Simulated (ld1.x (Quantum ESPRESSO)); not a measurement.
An all-electron radial function and its pseudo partner (gallium (Ga))

Columns: radius, all-electron u(r) and pseudo u(r) of the 4s shell (level -9.02 eV) of gallium in the configuration [Ar] 3d10 4s2 4p1; PW91, scalar-relativistic, TM scheme, ld1.x (Quantum ESPRESSO) 7.5.

| r (bohr) | all-electron | pseudo |
| --- | --- | --- |
| 0.128 | -0.1833 | -0.0444 |
| 0.255 | -0.0103 | -0.0861 |
| 0.382 | 0.2499 | -0.1235 |
| 0.510 | 0.3131 | -0.1568 |
| 0.638 | 0.2194 | -0.1883 |
| 0.765 | 0.0567 | -0.2241 |
| 0.893 | -0.1208 | -0.2731 |
| 1.020 | -0.2821 | -0.3418 |
| 1.148 | -0.4181 | -0.4309 |
| 1.275 | -0.5242 | -0.5249 |
| 1.402 | -0.6029 | -0.6029 |
| 1.530 | -0.6580 | -0.6580 |
| 1.658 | -0.6925 | -0.6925 |
| 1.785 | -0.7099 | -0.7099 |
| 1.912 | -0.7139 | -0.7139 |
| 2.040 | -0.7071 | -0.7071 |
| 2.168 | -0.6920 | -0.6920 |
| 2.295 | -0.6708 | -0.6708 |
| 2.422 | -0.6449 | -0.6449 |
| 2.550 | -0.6157 | -0.6157 |
| 2.678 | -0.5843 | -0.5843 |
| 2.805 | -0.5520 | -0.5520 |
| 2.932 | -0.5193 | -0.5193 |
| 3.060 | -0.4864 | -0.4864 |
| 3.188 | -0.4541 | -0.4541 |
| 3.315 | -0.4229 | -0.4229 |

Task: How many radial nodes do the two functions have?

Result: The all-electron 4s function has n − l − 1 = 3 (the table is too coarse to show those close to the nucleus); the pseudo-wave has 0, since the states of the same l below it are removed with the core.

Task: At about which radius was the pseudo-wave matched?

Result: 1.40 bohr, where the columns begin to agree (steps of 0.13 bohr).

Task: Is the pseudo-wave norm-conserving?

Result: Yes: the TM scheme keeps the norm inside the radius equal to the all-electron one, which fixes the energy derivative of the logarithmic derivative at the level.
